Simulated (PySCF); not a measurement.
## Dipole response of Tc²⁺ (technetium, charge +2)

[Kr] 4d5, high-spin 6S determinant. All numbers are calculated (PySCF 2.14, a scalar-relativistic core potential, in aug-cc-pwCVTZ-PP with ECP28MDF). Coupled (time-dependent) response in atomic units; α is the mean over directions.

| method | mean α (bohr³) | C₆ (like pair) | S(−4) |
| --- | --- | --- | --- |
| BP86 | 9.423 | 50.72 | 30.84 |

S(−4) is the Cauchy moment in α(ω) = α(0) + S(−4) ω² + …

α(iu) at BP86:

```json
{"u (hartree)": "0", "α(iu) (bohr³)": "9.423"}
{"u (hartree)": "0.0500", "α(iu) (bohr³)": "9.347"}
{"u (hartree)": "0.100", "α(iu) (bohr³)": "9.131"}
{"u (hartree)": "0.200", "α(iu) (bohr³)": "8.417"}
{"u (hartree)": "0.300", "α(iu) (bohr³)": "7.566"}
{"u (hartree)": "0.500", "α(iu) (bohr³)": "6.040"}
{"u (hartree)": "0.750", "α(iu) (bohr³)": "4.657"}
{"u (hartree)": "1.00", "α(iu) (bohr³)": "3.690"}
{"u (hartree)": "1.50", "α(iu) (bohr³)": "2.458"}
{"u (hartree)": "2.00", "α(iu) (bohr³)": "1.732"}
{"u (hartree)": "3.00", "α(iu) (bohr³)": "0.9690"}
{"u (hartree)": "5.00", "α(iu) (bohr³)": "0.4137"}
```

A single London oscillator, α(iu) = α/(1 + u²/ω²), gives C₆ = (3/4) ω α². Matching the computed C₆ needs ω = 4 × 50.72 / (3 × 9.423²) = 0.762 hartree.

For an ion, C₆ is the dispersion term alone; charge-induced terms of lower order in 1/R come first.

Energies and moments cover only the electrons outside the core potential.
